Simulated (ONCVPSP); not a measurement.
**Which setting gave this result? (zinc, ONCV)**

Base potential:

* Element: Zn
* Generator: ONCVPSP 4.0.1
* Type: optimised norm-conserving Vanderbilt (ONCV)
* Functional: PBE
* Relativity: scalar-relativistic
* Frozen core: [Ne]
* Valence charge: 20
* Reference configuration: 3s2 3p6 3d10 4s2
* Partial waves: 3s+4s: rc 0.95 bohr, ncon 4, nbas 7, qcut 13.2 1/bohr, 2 projectors; 3p: rc 0.90 bohr, ncon 4, nbas 7, qcut 18 1/bohr, 2 projectors, debl 3.4 Ha; 3d: rc 1.40 bohr, ncon 5, nbas 10, qcut 13.4 1/bohr, 2 projectors, debl 2.7 Ha
* Local potential: polynomial inside 0.70 bohr (lpopt 1, dvloc0 1 Ha)
* Core correction: Teter function fitted to the true core (icmod 2), fcfact 0.65

Cutoffs, loose and tight: the cutoffs (Ha) at which the residual kinetic energy of the hardest occupied pseudo-wave falls to 1 and 0.1 mHa per electron. They do not see the model core or the augmentation charge, which bear on the density cutoff. Test errors are all-electron minus pseudo excitation energies from the reference, over the configurations 3s2 3p6 3d10 4s1; 3s2 3p6 3d10 4s0; 3s2 3p6 3d9 4s0; 3s2 3p6 3d8 4s0; variants that change the core or the reference have their own tests.

Only the scale of all radii but the core radius (base = 1) is moved (2 further runs of the sweep failed or gave no value and are left out):

```json
{"scale of all radii but the core radius (base = 1)": "0.78", "cutoff, loose": "111 Ha", "cutoff, tight": "182 Ha", "bound ghosts": "none", "largest test error (meV)": "+42"}
{"scale of all radii but the core radius (base = 1)": "0.9", "cutoff, loose": "91 Ha", "cutoff, tight": "114 Ha", "bound ghosts": "none", "largest test error (meV)": "+95"}
{"scale of all radii but the core radius (base = 1)": "0.98", "cutoff, loose": "78 Ha", "cutoff, tight": "104 Ha", "bound ghosts": "none", "largest test error (meV)": "+152"}
{"scale of all radii but the core radius (base = 1)": "1.15", "cutoff, loose": "58 Ha", "cutoff, tight": "65 Ha", "bound ghosts": "none", "largest test error (meV)": "+299"}
```

**Question.** One more run gave cutoff, loose: 72 Ha; cutoff, tight: 103 Ha; bound ghosts: none; largest test error (meV): +195. Which value of the scale of all radii but the core radius (base = 1) was used?

**Answer.** 1.04. The loose cutoff moves one way along this sweep, from 111 Ha at 0.78 to 58 Ha at 1.15, which places the run between 0.98 and 1.15.
